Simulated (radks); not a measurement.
Task: Radial electron density D(r) = 4 pi r^2 rho(r) of an atom or ion with 24 electrons. Method: scalar-relativistic Kohn-Sham, r2SCAN, spin-polarised, spherical densities, finite nucleus; meta-GGA in the generalised Kohn-Sham scheme; Fermi nuclear charge, rms radius of each element as measured or else 0.836 A^(1/3) + 0.57 fm; computed with a radial shooting solver on a logarithmic mesh with Libxc functionals.

```
   r/bohr * D(r) (the largest magnitude, 62.5, reaches the edge; | marks zero)
 0.002148 |  *
 0.002688 |   *
 0.003362 |     *
 0.004173 |       *
 0.005221 |          *
 0.006531 |              *
 0.008171 |                    *
  0.01022 |                          *
  0.01279 |                                *
    0.016 |                                      *
  0.02002 |                                           *
  0.02504 |                                             *
  0.03133 |                                           *
   0.0392 |                                        *
  0.04865 |                                      *
  0.06086 |                                       *
  0.07614 |                                             *
  0.09526 |                                                     *
   0.1192 |                                                      *
   0.1491 |                                              *
   0.1865 |                                  *
   0.2334 |                             *
    0.292 |                                *
   0.3653 |                                  *
   0.4533 |                           *
   0.5672 |              *
   0.7096 |    *
   0.8877 |*
    1.111 *
    1.389 *
```

What is the nuclear charge?

Result: Z = 41. The innermost maximum, from 1s, lies near gamma/Z bohr with gamma = sqrt(1 - (Z/c)^2) = 0.954, here 0.0233 bohr (found: 0.0254), and its height grows with Z. The density is that of the niobium ion Nb17+ in [Ar] 3d6; the configuration itself is not fixed sharply by these data, and Z only to a few units. D(r) has 3 maxima, at r = 0.0254, 0.111, 0.348 bohr, and minima at 0.0510, 0.235 bohr, inside which lie 2.03, 11.04 electrons.
